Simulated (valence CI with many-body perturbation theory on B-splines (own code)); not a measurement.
**Forbidden lines of Pm XXXIX**

Computed by relativistic CI+MBPT: five valence electrons over a frozen Dirac-Fock core [Ar], radial functions for each j: 7 s, 7 p, 8 d, 6 f, 4 g, 1 h, with the one-electron correlation potential Σ1 (screened to all orders), the two-electron term Σ2, the three-electron term Σ3, Breit, model QED; selected single and double excitations, second order for the rest (own B-spline code, finite nucleus).

No measured spectrum was set against this ion. As an estimate, large intervals hold to a few tenths of a per cent, small ones and those within an open d or f shell to about a per cent. Only levels of the ground parity were solved; by the run's estimate the other parity begins above the list, which can be wrong where configurations are misplaced.

Lines 1 to 50 of 120 in falling wavelength, among levels below 1024500 cm⁻¹, chosen from the decays that carry over 1 % of a level's rate. Wavelengths and rates use the calculated energies. Electric multipoles are in the length gauge, E1 and E2 with the static RPA response of the core. Weak lines are less certain than strong ones. Lines between different terms over intervals too small for the method are left out, as are lines whose strength nearly cancels. Branching is blank where the lifetime is uncertain.

Levels are named by their leading jj configuration (3d3/2^4 stands for four electrons in 3d with j = 3/2), which in mixed levels can hold well under half, so a name can repeat and another be missing. Letters in brackets count levels of one name in rising energy.

| λ vac (Å) | Upper | Lower | Type | A (s⁻¹) | Branch % |
| --- | --- | --- | --- | --- | --- |
| 9573 | (3d3/2^3 3d5/2^2) J=11/2 | (3d3/2^3 3d5/2^2) J=7/2 [a] | E2 | 6.72e-08 |  |
| 3693 | (3d3/2^3 3d5/2^2) J=9/2 | (3d3/2^3 3d5/2^2) J=11/2 | M1 | 2.34e+02 | 25.0 |
| 2667 | (3d3/2^3 3d5/2^2) J=7/2 [b] | (3d3/2^3 3d5/2^2) J=5/2 [b] | M1 | 4.65e+02 | 3.8 |
| 2665 | (3d3/2^3 3d5/2^2) J=9/2 | (3d3/2^3 3d5/2^2) J=7/2 [a] | M1 | 6.95e+02 | 74.4 |
| 2270 | (3d3/2^3 3d5/2^2) J=5/2 [b] | (3d3/2^3 3d5/2^2) J=3/2 [a] | M1 | 9.06e+02 | 2.5 |
| 1809 | (3d3/2^3 3d5/2^2) J=1/2 | (3d3/2^3 3d5/2^2) J=3/2 [a] | M1 | 5.21e+03 | 99.7 |
| 1466 | (3d3/2^2 3d5/2^3) J=1/2 [a] | (3d3/2^3 3d5/2^2) J=3/2 [b] | M1 | 4.00e+03 | 1.7 |
| 1299 | (3d3/2^3 3d5/2^2) J=7/2 [a] | (3d3/2^3 3d5/2^2) J=5/2 [a] | M1 | 5.60e+03 | 7.0 |
| 1146 | (3d3/2^2 3d5/2^3) J=7/2 [b] | (3d3/2^2 3d5/2^3) J=9/2 [a] | M1 | 9.18e+02 | 1.1 |
| 1143 | (3d3/2^2 3d5/2^3) J=3/2 [b] | (3d3/2^2 3d5/2^3) J=3/2 [a] | M1 | 1.50e+03 | 1.3 |
| 1130 | (3d3/2^2 3d5/2^3) J=3/2 [a] | (3d3/2^2 3d5/2^3) J=5/2 [a] | M1 | 4.84e+03 | 1.1 |
| 1121 | (3d3/2^3 3d5/2^2) J=7/2 [b] | (3d3/2^3 3d5/2^2) J=7/2 [a] | M1 | 2.18e+03 | 17.8 |
| 1103 | (3d3/2^2 3d5/2^3) J=5/2 [b] | (3d3/2^3 3d5/2^2) J=3/2 [b] | M1 | 5.23e+03 | 2.3 |
| 998.0 | (3d3/2^3 3d5/2^2) J=3/2 [b] | (3d3/2^3 3d5/2^2) J=1/2 | M1 | 1.70e+03 | 3.6 |
| 986.0 | (3d3/2^2 3d5/2^3) J=5/2 [b] | (3d3/2^2 3d5/2^3) J=5/2 [a] | M1 | 2.69e+03 | 1.2 |
| 929.7 | (3d3/2^2 3d5/2^3) J=7/2 [b] | (3d3/2^2 3d5/2^3) J=7/2 [a] | M1 | 3.59e+03 | 4.4 |
| 897.6 | (3d3/2^3 3d5/2^2) J=3/2 [b] | (3d3/2^3 3d5/2^2) J=5/2 [b] | M1 | 4.36e+03 | 9.2 |
| 879.7 | (3d3/2^2 3d5/2^3) J=1/2 [b] | (3d3/2^2 3d5/2^3) J=3/2 [a] | M1 | 1.10e+04 | 3.9 |
| 867.7 | (3d3/2^2 3d5/2^3) J=9/2 [c] | (3d3/2^2 3d5/2^3) J=9/2 [b] | M1 | 1.36e+04 | 11.8 |
| 794.0 | (3d3/2^2 3d5/2^3) J=9/2 [a] | (3d3/2^3 3d5/2^2) J=7/2 [b] | M1 | 1.26e+04 | 9.6 |
| 777.4 | (3d3/2^3 3d5/2^2) J=5/2 [b] | (3d3/2^3 3d5/2^2) J=5/2 [a] | M1 | 3.45e+04 | 95.5 |
| 698.5 | (3d3/2^2 3d5/2^3) J=7/2 [a] | (3d3/2^3 3d5/2^2) J=5/2 [b] | M1 | 2.92e+04 | 15.2 |
| 671.6 | (3d3/2^2 3d5/2^3) J=5/2 [c] | (3d3/2^3 3d5/2^2) J=3/2 [b] | M1 | 3.66e+04 | 12.1 |
| 656.5 | (3d3/2^2 3d5/2^3) J=5/2 [a] | (3d3/2^3 3d5/2^2) J=7/2 [a] | M1 | 3.28e+04 | 8.4 |
| 645.5 | (3d3/2 3d5/2^4) J=7/2 [a] | (3d3/2^2 3d5/2^3) J=5/2 [c] | M1 | 2.27e+04 | 4.7 |
| 645.2 | (3d3/2^3 3d5/2^2) J=5/2 [a] | (3d3/2^4 3d5/2) J=5/2 | M1 | 1.42e+05 | 100.0 |
| 643.2 | (3d3/2^3 3d5/2^2) J=3/2 [b] | (3d3/2^3 3d5/2^2) J=3/2 [a] | M1 | 1.00e+04 | 21.1 |
| 635.7 | (3d3/2^2 3d5/2^3) J=7/2 [a] | (3d3/2^3 3d5/2^2) J=9/2 | M1 | 4.83e+04 | 25.1 |
| 626.3 | (3d3/2^2 3d5/2^3) J=5/2 [c] | (3d3/2^2 3d5/2^3) J=5/2 [a] | M1 | 3.59e+03 | 1.2 |
| 610.6 | (3d3/2^2 3d5/2^3) J=11/2 | (3d3/2^3 3d5/2^2) J=9/2 | M1 | 1.88e+04 | 13.8 |
| 607.7 | (3d3/2^2 3d5/2^3) J=5/2 [b] | (3d3/2^3 3d5/2^2) J=7/2 [b] | M1 | 2.06e+04 | 9.1 |
| 605.0 | (3d3/2^2 3d5/2^3) J=3/2 [b] | (3d3/2^3 3d5/2^2) J=3/2 [b] | M1 | 2.03e+03 | 1.7 |
| 593.8 | (3d3/2^2 3d5/2^3) J=1/2 [a] | (3d3/2^3 3d5/2^2) J=1/2 | M1 | 9.60e+04 | 39.6 |
| 581.7 | (3d3/2 3d5/2^4) J=5/2 [a] | (3d3/2^2 3d5/2^3) J=3/2 [a] | M1 | 3.67e+04 | 5.2 |
| 568.0 | (3d3/2^2 3d5/2^3) J=3/2 [b] | (3d3/2^2 3d5/2^3) J=5/2 [a] | M1 | 1.04e+04 | 8.9 |
| 564.1 | (3d3/2 3d5/2^4) J=3/2 [a] | (3d3/2^2 3d5/2^3) J=5/2 [c] | M1 | 1.43e+04 | 2.6 |
| 561.9 | (3d3/2^2 3d5/2^3) J=3/2 [a] | (3d3/2^3 3d5/2^2) J=1/2 | M1 | 1.37e+04 | 3.2 |
| 555.9 | (3d3/2 3d5/2^4) J=7/2 [a] | (3d3/2^2 3d5/2^3) J=9/2 [b] | M1 | 2.91e+04 | 6.0 |
| 528.6 | (3d3/2^2 3d5/2^3) J=3/2 [a] | (3d3/2^3 3d5/2^2) J=5/2 [b] | M1 | 5.56e+04 | 12.9 |
| 525.3 | (3d3/2^2 3d5/2^3) J=5/2 [d] | (3d3/2^2 3d5/2^3) J=5/2 [c] | M1 | 7.22e+03 | 2.2 |
| 524.0 | (3d3/2^2 3d5/2^3) J=11/2 | (3d3/2^3 3d5/2^2) J=11/2 | M1 | 1.17e+05 | 86.2 |
| 519.4 | (3d3/2 3d5/2^4) J=11/2 | (3d3/2^2 3d5/2^3) J=9/2 [b] | M1 | 2.74e+04 | 6.7 |
| 513.2 | (3d3/2^2 3d5/2^3) J=7/2 [a] | (3d3/2^3 3d5/2^2) J=7/2 [a] | M1 | 6.75e+04 | 35.1 |
| 505.4 | (3d3/2^2 3d5/2^3) J=9/2 [b] | (3d3/2^3 3d5/2^2) J=7/2 [b] | M1 | 2.38e+04 | 7.8 |
| 502.0 | (3d3/2^2 3d5/2^3) J=7/2 [c] | (3d3/2^2 3d5/2^3) J=5/2 [a] | M1 | 3.30e+03 | 1.8 |
| 500.1 | (3d3/2^2 3d5/2^3) J=5/2 [d] | (3d3/2^2 3d5/2^3) J=7/2 [b] | M1 | 4.59e+03 | 1.4 |
| 497.6 | (3d3/2^2 3d5/2^3) J=9/2 [c] | (3d3/2^2 3d5/2^3) J=11/2 | M1 | 3.19e+03 | 2.8 |
| 494.9 | (3d3/2^2 3d5/2^3) J=5/2 [b] | (3d3/2^3 3d5/2^2) J=5/2 [b] | M1 | 1.02e+05 | 45.0 |
| 488.6 | (3d3/2^2 3d5/2^3) J=9/2 [a] | (3d3/2^3 3d5/2^2) J=11/2 | M1 | 4.77e+04 | 36.3 |
| 469.1 | (3d3/2 3d5/2^4) J=7/2 [a] | (3d3/2^2 3d5/2^3) J=5/2 [b] | M1 | 7.63e+04 | 15.8 |
